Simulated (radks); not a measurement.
Values are calculated unless marked as measured or tabulated.
Valence configurations of Pr I (all share [Xe]). Code: a radial shooting solver on a logarithmic mesh with Libxc functionals. Model: scalar-relativistic Kohn-Sham, r2SCAN, spin-unpolarised, spherical densities, finite nucleus; meta-GGA in the generalised Kohn-Sham scheme; Fermi nuclear charge, rms radius 4.8919 fm. Order these by energy: 4f2 5d1 6s2; 4f3 6s2; 4f3 6p2; 4f1 5d2 6s2; 4f3 6s1 6p1; 4f5; 4f2.5 5d0.5 6s1 6p1; 4f2.5 5d1.5 6s1.

Answer. From the lowest, in eV above it: 4f3 6s2 0.000; 4f2 5d1 6s2 0.932; 4f2.5 5d1.5 6s1 1.430; 4f3 6s1 6p1 2.310; 4f2.5 5d0.5 6s1 6p1 2.422; 4f3 6p2 4.583; 4f1 5d2 6s2 6.415; 4f5 7.572. NIST lists [Xe] 4f3 6s2 as the ground configuration; this level of theory agrees among the configurations tried. The energies are those of spherical spin-averaged densities, not of single terms. No valid solution was reached for [Xe] 4f4 6s1; [Xe] 4f3.5 5d0.5 6s1.
